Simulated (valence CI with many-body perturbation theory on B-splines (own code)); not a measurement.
Assign the levels of Ru XII

Computed by relativistic CI+MBPT: five valence electrons over a frozen Dirac-Fock core [Ar] 3d10, radial functions for each j: 9 s, 9 p, 8 d, 6 f, 3 g, 1 h, with the one-electron correlation potential Σ1 (screened to all orders), the two-electron term Σ2, the three-electron term Σ3, Breit, model QED; selected single and double excitations, second order for the rest, scaled by the run's own slope (own B-spline code, finite nucleus).

No measured spectrum was set against this ion. As an estimate, levels hold to about 250 cm⁻¹ or 0.2 % of their energy and the worst to 1 %, as in measured heavy ions of charge 2 to 7; those with d or f electrons hold less well. Among the levels kept, up to 630 cm⁻¹ of a level comes from second order outside the variational space, and about a tenth of that is noise between levels of different J, which matters for small intervals.

| No. | J | Parity | E (eV) | g |
| --- | --- | --- | --- | --- |
| 1 | 3/2 | odd | 0.000 | 1.804 |
| 3 | 5/2 | odd | 5.466 | 1.200 |
| 4 | 1/2 | odd | 8.214 | 0.665 |
| 6 | 5/2 | even | 32.681 | 1.575 |
| 7 | 3/2 | even | 35.271 | 1.689 |
| 8 | 1/2 | even | 35.926 | 2.604 |
| 9 | 3/2 | even | 40.245 | 0.888 |
| 10 | 5/2 | even | 41.208 | 1.224 |
| 14 | 3/2 | even | 50.871 | 0.532 |
| 17 | 7/2 | even | 53.862 | 1.255 |
| 18 | 1/2 | even | 54.391 | 0.060 |
| 19 | 3/2 | even | 54.605 | 1.102 |
| 21 | 9/2 | even | 55.376 | 1.294 |

Energies count from the lowest level. Strongly mixed levels and levels close to another of their J and parity are left out, so the numbers can have gaps.

Question: Give configuration and LS term of each level.

Answer: 1: 4s2 4p3 4S°; 3: 4s2 4p3 2D°; 4: 4s2 4p3 2P°; 6: 4s 4p4 4P; 7: 4s 4p4 4P; 8: 4s 4p4 4P; 9: 4s 4p4 2D; 10: 4s 4p4 2D; 14: 4s2 4p2 4d 4F; 17: 4s2 4p2 4d 4F; 18: 4s2 4p2 4d 4D; 19: 4s2 4p2 4d 4D; 21: 4s2 4p2 4d 4F.
